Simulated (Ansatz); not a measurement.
`F[C@H]1[SiH2][C@@H]1Cl`, one more setting.

```yaml
crystal:
  periodic: [false, false, false]
  atoms:
    - {symbol: F, position_ang: [-1.573997, -1.029030, 0.940048]}
    - {symbol: C, position_ang: [-0.471557, -0.240596, 0.773787]}
    - {symbol: Si, position_ang: [1.004418, -0.571264, -0.330463]}
    - {symbol: C, position_ang: [-0.419484, 0.631277, -0.454418]}
    - {symbol: Cl, position_ang: [-0.423027, 2.380959, -0.290893]}
    - {symbol: H, position_ang: [-0.219624, 0.284062, 1.694933]}
    - {symbol: H, position_ang: [2.321567, -0.145701, 0.182261]}
    - {symbol: H, position_ang: [1.003834, -1.664542, -1.322381]}
    - {symbol: H, position_ang: [-1.133631, 0.308534, -1.209976]}
basis:
  gaussian: {orbitals: aug-cc-pVDZ}
magnetization: {spin_polarized: true, initial_magnetization: 0}
hamiltonian: {xc: {name: HF}}
correlation: {active_space: {window: {electrons: 2, orbitals: 1}}}
output: {forces: true}
```

```sh
$ ansatz run in.yaml --threads 4 --pin off --events-out ev --progress --plain --max-ram 10444MiB
```

It prints (some lines left out):

```
Error: invalid value for `correlation.active_space`: it starts from restricted Hartree–Fock orbitals; set hamiltonian.xc: hf without magnetization.spin_polarized
```
